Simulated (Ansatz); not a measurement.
One geometry of Bi3, several levels of theory.

```yaml
crystal:
  periodic: [false, false, false]
  atoms:
    - {symbol: Bi, position_ang: [0.018537, 0.000385, -0.005644]}
    - {symbol: Bi, position_ang: [-0.111887, -2.661041, -0.514172]}
    - {symbol: Bi, position_ang: [0.093350, 2.660666, 0.519816]}
basis:
  gaussian: {orbitals: def2-TZVP, initial_orbitals: start.molden}
magnetization: {spin_polarized: true, initial_magnetization: 1}
hamiltonian: {xc: {name: r2SCANh}, dispersion: d4}
scf: {omitted_lower_state_checks: [starts]}
output: {orbitals: {seedname: orbitals}}
```

The file start.molden holds the orbitals of an earlier run on this structure, at another level or in another basis.

```sh
$ ansatz run in.yaml --threads 4 --pin off --events-out ev --progress --plain --max-ram 3916MiB
```

Output, abridged:

```
Functional definition: r2SCANh
1089 factors; their error is unknown
mean field evaluation 1: about -17528.7812 eV, gradient 2.5e0 eV
mean field evaluation 2: about -17528.8086 eV, gradient 4.2e-2 eV
mean field evaluation 4: about -17528.8737 eV, gradient 3.7e-4 eV
mean field evaluation 8: about -17528.8737 eV, gradient 2.3e-5 eV
mean field evaluation 16: about -17528.8717 eV, gradient 3.2e-1 eV
mean field evaluation 32: about -17528.8737 eV, gradient 4.4e-6 eV
mean field -17528.87371667 eV, -644.1742275902 hartree, gradient 4.4e-6 eV, S^2 0.941143; 1 other end points of the search recorded, 0 dependent functions left out
reference -17528.87373294 eV, -644.1742281882 hartree; 35, 34 occupied and 115, 116 virtual orbitals, 1089 factors
Total energy: -17528.90406961 eV, -644.1753430404 hartree
Checks for a lower state left out: starts
```

Run time 78 s (4 threads of Arm Neoverse V1 on a shared host), peak host memory 0.86 GiB.

As the first input, with `gaussian: {orbitals: def2-SVP, initial_orbitals: start.molden}`, `correlation: {method: ccsd_t}`, `scf: {omitted_lower_state_checks: [starts, cluster_reference]}` and without the key `hamiltonian` (abridged; 11 s):

```
Functional definition: HF
mean field evaluation 16: about -17434.4330 eV, gradient 2.3e-6 eV
mean field evaluation 32: about -17434.4332 eV, gradient 2.4e-3 eV
mean field evaluation 64: about -17434.4348 eV, gradient 3.4e-10 eV
mean field -17434.43475561 eV, -640.7036597842 hartree, gradient 3.4e-10 eV, S^2 2.044114; 1 other end points of the search recorded, 0 dependent functions left out
12 core orbitals not correlated: weight in the atoms' cores, before any rotation towards them, 1.000 or more for the frozen orbitals, at most 0.000 for the correlated occupied ones
second order -7.43491124 eV of doubles, -0.00000000 eV of singles
cycle   1  -7.66530168 eV  change   -2.3e-1 eV  update   1.5e-1
cycle   2  -8.02534291 eV  change   -3.6e-1 eV  update   7.0e-2
cycle   3  -8.21783572 eV  change   -1.9e-1 eV  update   6.9e-2
cycle   4  -8.34505956 eV  change   -1.3e-1 eV  update   4.6e-2
cycle   5  -8.41581743 eV  change   -7.1e-2 eV  update   2.9e-2
cycle   6  -8.44500913 eV  change   -2.9e-2 eV  update   1.4e-2
cycle   7  -8.46283669 eV  change   -1.8e-2 eV  update   8.5e-3
cycle   8  -8.46743643 eV  change   -4.6e-3 eV  update   5.2e-3
cycle   9  -8.46982582 eV  change   -2.4e-3 eV  update   2.8e-3
cycle  10  -8.46956333 eV  change    2.6e-4 eV  update   1.5e-3
cycle  11  -8.46991267 eV  change   -3.5e-4 eV  update   9.1e-4
cycle  12  -8.47035312 eV  change   -4.4e-4 eV  update   5.7e-4
cycle  13  -8.47001943 eV  change    3.3e-4 eV  update   3.8e-4
cycle  14  -8.46988033 eV  change    1.4e-4 eV  update   2.5e-4
cycle  15  -8.46975295 eV  change    1.3e-4 eV  update   1.7e-4
cycle  16  -8.46986668 eV  change   -1.1e-4 eV  update   1.1e-4
cycle  17  -8.46995658 eV  change   -9.0e-5 eV  update   6.6e-5
cycle  18  -8.46999396 eV  change   -3.7e-5 eV  update   3.3e-5
perturbative correction -0.55363792 eV, -0.0203458183 hartree
Total energy: -17443.45838749 eV, -641.0352721394 hartree
Checks for a lower state left out: starts, cluster_reference
```

First input, but with `hamiltonian: {xc: pbe0, dispersion: d4}` (abridged; 10 s):

```
Functional definition: PBE0
mean field evaluation 16: about -17522.6839 eV, gradient 4.5e-6 eV
mean field -17522.68392223 eV, -643.9467568403 hartree, gradient 4.5e-6 eV, S^2 0.891012
Total energy: -17522.80448980 eV, -643.9511876167 hartree
Checks for a lower state left out: starts
```

First input, but with `hamiltonian: {xc: {name: wB97M-V}}` (abridged; 2.4 min):

```
Functional definition: wB97M-V
mean field evaluation 16: about -17516.4518 eV, gradient 1.1e-1 eV
mean field evaluation 32: about -17516.4533 eV, gradient 9.5e-6 eV
mean field -17516.45332575 eV, -643.7177866426 hartree, gradient 9.5e-6 eV, S^2 1.157603; 1 other end points of the search recorded, 0 dependent functions left out
Total energy: -17516.45336397 eV, -643.7177880475 hartree
Checks for a lower state left out: starts
```

As the first input, with `hamiltonian: {xc: r2scan, dispersion: d4}` (abridged; 32 s):

```
Functional definition: r2SCAN
mean field -17530.81929897 eV, -644.2457264209 hartree, gradient 8.9e-6 eV, S^2 0.895514
Total energy: -17530.84413889 eV, -644.2466392714 hartree
Checks for a lower state left out: starts
```

The first input with `hamiltonian: {xc: pbe, dispersion: d4}`, `output: {forces: true, orbitals: {seedname: orbitals}}` (abridged; 12 s):

```
Functional definition: PBE
mean field evaluation 16: about -17525.1458 eV, gradient 3.6e-8 eV
mean field -17525.14582404 eV, -644.0372300628 hartree, gradient 7.0e-11 eV, S^2 0.782927
Total energy: -17525.28324361 eV, -644.0422801391 hartree
Atom 0 force    -0.001824    -0.000038     0.000555 eV/Å
Atom 1 force    -0.002782    -0.095771    -0.018889 eV/Å
Atom 2 force     0.004606     0.095809     0.018334 eV/Å
Dipole moment:    -0.002046    -0.000042     0.000623 e Å
Checks for a lower state left out: starts
```

Geometry: PBE0-D4/def2-SVP.

In the def2 sets Bi takes a core potential; there is no spin–orbit coupling. Correlated methods freeze 12 core orbitals; core or outer-core shells of Bi are correlated, in sets that lack core-valence functions. At r2SCANh-D4/def2-TZVP, CCSD(T)/def2-SVP, PBE0-D4/def2-TZVP, ωB97M-V/def2-TZVP and others the charge 0 doublet is spin-contaminated (final ⟨S²⟩ up to 2.04, 0.75 for a pure state). At CCSD(T)/def2-SVP T1 of the charge 0 doublet is large (up to 0.058), so the single-reference result is doubtful. At PBE-D4/def2-TZVP the gap within one spin of the charge 0 doublet nearly closes, so an electron or hole may be smeared out by delocalisation error. Another isomer (doublet) lies 1.81 eV lower at PBE0-D4/def2-TZVP; other spin states weren't run for this one.
